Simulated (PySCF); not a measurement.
Static response to an electric field

Species: C₄H₂F₃N₃.
Structure used (PBE0-D3(BJ)/def2-SVP), in Å, numbered top down from 1:
```xyz
12
C4H2F3N3 angstrom
F     -1.9246    0.4328   -1.8085
C     -1.7485    0.0646   -0.5465
F     -2.1211   -1.2139   -0.4318
F     -2.5439    0.7966    0.2209
C     -0.2992    0.2304   -0.1312
C      0.4880   -0.8322    0.2783
C      1.7846   -0.4709    0.6184
N      2.2068    0.7896    0.5486
N      1.3964    1.7393    0.1494
N      0.1623    1.4767   -0.1875
H      0.1168   -1.8566    0.3279
H      2.5234   -1.2018    0.9606
```

Level: CAM-B3LYP/def2-SVPD (PySCF), static field, nuclei fixed, core orbitals frozen in the response. The polarisability tensor in these axes (au):

```
x   77.85  1.23  9.88
y    1.23 70.42 -3.65
z    9.88 -3.65 48.58
```

Q: Diagonalise the tensor; give its mean and Δα, where Δα² is half the sum of the squared differences of the eigenvalues.

A: Principal values 44.97, 71.00 and 80.88 au; mean 65.62 au = 9.72 Å³ = 10.82 × 10⁻⁴⁰ C²·m²/J; Δα = 32.13 au (49 % of the mean).

Q: What is the dipole moment, and where does it point?

A: (0.53, -4.43, 0.86) D, 4.54 D in size, pointing from the negative to the positive side. Measured along this direction, the outermost atoms are N9 and N10 at the negative end and H11 at the positive end.

Q: Sum over states: ᾱ = Σ f/ω², ω in Eh. What share falls to these 10 lowest TDDFT singlets (eV, f)? 3.71, 0.0053; 3.97, 0.0000; 4.29, 0.0001; 4.44, 0.0046; 5.99, 0.0040; 6.77, 0.0132; 7.31, 0.0001; 7.56, 0.0017; 7.57, 0.4141; 7.63, 0.2472.

A: They add up to 9.28 au, 14.1 % of the 65.62 au; the largest single term is 5.35 au, from the state at 7.57 eV. Terms in order: 0.29, 0.00, 0.00, 0.17, 0.08, 0.21, 0.00, 0.02, 5.35, 3.14 au. Higher excitations give the rest. The strengths listed sum to 0.690.

Q: Refractivity n − 1 of an ideal gas of it at 273.15 K and 1 atm, from the electronic α?

A: N = p/kT = 2.6868 × 10¹⁹ cm⁻³, so n − 1 = 2π × N × 9.72 × 10⁻²⁴ cm³ = 1641 × 10⁻⁶ at long wavelengths, for an ideal gas.

Q: Directions of the eigenvectors, and the extent of the frame along each?

A: Largest value along (0.96, 0.01, 0.29), where the nuclei span 5.05 Å; middle along (0.03, 0.99, -0.15), 3.62 Å; least along (-0.29, 0.15, 0.95), 2.15 Å. The response follows the extents in order.

Q: Estimate the molar refractivity from the static electronic polarisability.

A: Lorentz–Lorenz: R = (4π/3)N_A α = 2.5225 cm³/(mol·Å³) × 9.72 Å³ = 24.5 cm³/mol, in the limit of long wavelengths.

Q: Rayleigh depolarisation ratio (linearly polarised light, static tensor)?

A: ρ = 3Δα²/(45ᾱ² + 4Δα²) = 3096.7/(193740 + 4128.9) = 0.0157.

Geometry: PBE0-D3(BJ)/def2-SVP; no solvent, vibrations or thermal averaging.

The run behind these numbers computed excited states and ΔSCF ions as well. The run took 4.0 min wall (grids of density and orbitals included) on one thread of an Arm Neoverse V1, no GPU, shared host with 32 logical CPUs at a one-minute load of 11, and the process peaked at 1.0 GiB of memory.
